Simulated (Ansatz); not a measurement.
Single points on Te₄Pt.

```yaml
crystal:
  periodic: [false, false, false]
  atoms:
    - {symbol: Pt, position_ang: [-0.801908, -0.453907, 0.695262]}
    - {symbol: Te, position_ang: [-0.734025, 0.583568, -1.696390]}
    - {symbol: Te, position_ang: [1.763945, -0.000476, 0.803512]}
    - {symbol: Te, position_ang: [-0.536423, 2.105469, 1.027778]}
    - {symbol: Te, position_ang: [0.308411, -2.234653, -0.830161]}
basis:
  gaussian: {orbitals: def2-SVP, initial_orbitals: start.molden}
hamiltonian: {xc: pbe, dispersion: d4}
scf: {omitted_lower_state_checks: [starts]}
output: {orbitals: {seedname: orbitals}}
```

The file start.molden holds the orbitals of an earlier run on this structure, at another level or in another basis.

```sh
$ ansatz run in.yaml --threads 4 --pin off --events-out ev --progress --plain --max-ram 8704MiB
```

Shortened log:

```
Functional definition: PBE
1613 factors; their error is unknown
mean field evaluation 1: about -32423.9882 eV, gradient 4.6e1 eV
mean field evaluation 2: about -32424.4978 eV, gradient 1.0e0 eV
mean field evaluation 4: about -32424.4770 eV, gradient 1.6e-1 eV
mean field evaluation 8: about -32424.4771 eV, gradient 1.0e-5 eV
mean field -32424.47708370 eV, -1191.5775547261 hartree, gradient 1.0e-5 eV, S^2 0.000000; 0 other end points of the search recorded, 0 dependent functions left out
reference -32424.47711692 eV, -1191.5775559468 hartree; 57, 57 occupied and 79, 79 virtual orbitals, 1613 factors
Total energy: -32425.00457872 eV, -1191.5969398105 hartree
Checks for a lower state left out: starts
```

Run time 2.4 s (4 threads of Arm Neoverse V1 on a shared host).

The first input with `gaussian: {orbitals: def2-TZVP, initial_orbitals: start.molden}`, `hamiltonian: {xc: r2scan, dispersion: d4}` (abridged; 16 s):

```
Functional definition: r2SCAN
mean field -32438.08970455 eV, -1192.0778093152 hartree, gradient 1.4e-5 eV, S^2 0.000000
Total energy: -32438.18282627 eV, -1192.0812314753 hartree
Checks for a lower state left out: starts
```

The first input with `gaussian: {orbitals: def2-TZVP, initial_orbitals: start.molden}`, `output: {forces: true, orbitals: {seedname: orbitals}}` (abridged; 4.9 s):

```
Functional definition: PBE
mean field -32426.24724725 eV, -1191.6426070368 hartree, gradient 1.7e-5 eV, S^2 0.000000
Total energy: -32426.77474495 eV, -1191.6619922197 hartree
Atom 0 force     0.574238     0.325311    -0.497875 eV/Å
Atom 1 force     0.156392    -0.210214     0.561880 eV/Å
Atom 2 force    -0.590499    -0.035535    -0.185571 eV/Å
Atom 3 force     0.035870    -0.584147    -0.172195 eV/Å
Atom 4 force    -0.176001     0.504585     0.293760 eV/Å
Dipole moment:     0.087485     0.049813    -0.075788 e Å
Checks for a lower state left out: starts
```

Geometry: B3LYP-D4/def2-SVP.

In the def2 sets Pt, Te take a core potential; there is no spin–orbit coupling. The restricted singlet is unstable towards broken spin symmetry in Hartree–Fock (as tested in another run); at PBE-D4/def2-SVP, r2SCAN-D4/def2-TZVP, PBE-D4/def2-TZVP this wasn't settled. Another isomer (singlet) lies 0.48 eV lower at PBE0-D4/def2-TZVP; other spin states weren't run for this one.
